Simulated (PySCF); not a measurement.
# Fluorine: a sound run and one with changed settings

Sound run: F⁺ [He] 2s2 2p4, F²⁺ [He] 2s2 2p3. Computed with PySCF 2.14 in def2-TZVP, with no relativity, point nucleus. The sound run starts from symmetry-adapted Hartree-Fock orbitals and uses a fine grid where one is needed.

A second run was set up differently.

| species | method | sound run (hartree) | changed run (hartree) | converged |
| --- | --- | --- | --- | --- |
| F⁺ | UHF | -98.83647 | -98.83647 | yes |
| F⁺ | B3LYP | -99.11970 | -99.11936 | yes |
| F⁺ | M06-L | -99.12123 | -99.12366 | yes |
| F²⁺ | UHF | -97.60872 | -97.60872 | yes |
| F²⁺ | B3LYP | -97.81303 | -97.81303 | yes |
| F²⁺ | M06-L | -97.82738 | -97.82738 | yes |

Ionisation energy of F⁺:

| method | sound run (eV) | changed run (eV) |
| --- | --- | --- |
| UHF | 33.409 | 33.409 |
| B3LYP | 35.556 | 35.547 |
| M06-L | 35.207 | 35.274 |

Q: What was changed?
A. basis contracted for another Hamiltonian
B. level shift left on
C. angular grid far too coarse
D. a valence shell is frozen

A: C. It used 14 angular points. A coarse angular grid integrates products of high-l functions wrongly, so density functionals can shift, and the SCF can exploit the error; Hartree-Fock and MP2 need no grid.
